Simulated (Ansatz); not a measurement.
## Two structures, one formula

The two ends of one reaction step of ZnH2ClF, singlet (PBE0-D4/def2-TZVP).

A:

Zn1  (-0.345, 0.750, -0.499)
H2  (0.431, -1.352, 0.711)
Cl3  (-1.715, -0.340, -1.622)
H4  (0.863, -0.824, 1.026)
F5  (0.766, 1.766, 0.384)
(Å)

B:

| atom | x (Å) | y (Å) | z (Å) |
| --- | --- | --- | --- |
| Zn1 | -0.5596 | -0.6890 | -0.4083 |
| H2 | 0.1882 | -1.6416 | 0.5298 |
| Cl3 | -1.7486 | 0.3568 | -1.8019 |
| H4 | 1.3343 | 0.7856 | 1.1532 |
| F5 | 0.7858 | 1.1881 | 0.5272 |

Computed with Ansatz 0.2.0 (basis: def2-TZVPP); correlated methods freeze the cores. The 3s and 3p shells of Cu and Zn are frozen; filled d shells are correlated. B3LYP uses VWN-RPA correlation.

Which structure is lower at CCSD(T), and by how much? (Judge from chemistry; the value comes from the calculation.)

By the calculation: A, by 0.219 eV (electronic energy, against the other). By their contacts, A is a complex of ZnClF + H₂ and B is a complex of ZnHCl ([Cl][ZnH]) + HF.

All methods give the same order:

```json
{"method": "SPW92", "E(B) − E(A) (eV)": "0.073"}
{"method": "PBE-D4", "E(B) − E(A) (eV)": "0.207"}
{"method": "BLYP-D4", "E(B) − E(A) (eV)": "0.282"}
{"method": "r2SCAN-D4", "E(B) − E(A) (eV)": "0.249"}
{"method": "B97M-V", "E(B) − E(A) (eV)": "0.168"}
{"method": "PBE0-D4", "E(B) − E(A) (eV)": "0.170"}
{"method": "B3LYP-D4", "E(B) − E(A) (eV)": "0.239"}
{"method": "r2SCAN0-D4", "E(B) − E(A) (eV)": "0.206"}
{"method": "BHLYP-D4", "E(B) − E(A) (eV)": "0.224"}
{"method": "CAM-B3LYP-D4", "E(B) − E(A) (eV)": "0.228"}
{"method": "wB97X-V", "E(B) − E(A) (eV)": "0.256"}
{"method": "wB97M-V", "E(B) − E(A) (eV)": "0.190"}
{"method": "B2PLYP", "E(B) − E(A) (eV)": "0.261"}
{"method": "PBE-QIDH", "E(B) − E(A) (eV)": "0.206"}
{"method": "RPA on PBE", "E(B) − E(A) (eV)": "0.227"}
{"method": "HF", "E(B) − E(A) (eV)": "0.257"}
{"method": "MP2", "E(B) − E(A) (eV)": "0.249"}
{"method": "CCSD", "E(B) − E(A) (eV)": "0.213"}
{"method": "CCSD(T)", "E(B) − E(A) (eV)": "0.219"}
```

The T1 diagnostic stays at or below 0.016.

Labels in which every atom is bracketed show which atoms are joined, not bond orders.

For scale, one of the runs: CCSD(T)/def2-TZVPP, 165 basis functions (an equivalent command: `ansatz run in.yaml --threads 4`). Time: 18 s of wall clock on 4 CPU threads; the host was shared. Peak host memory: 1.3 GiB.
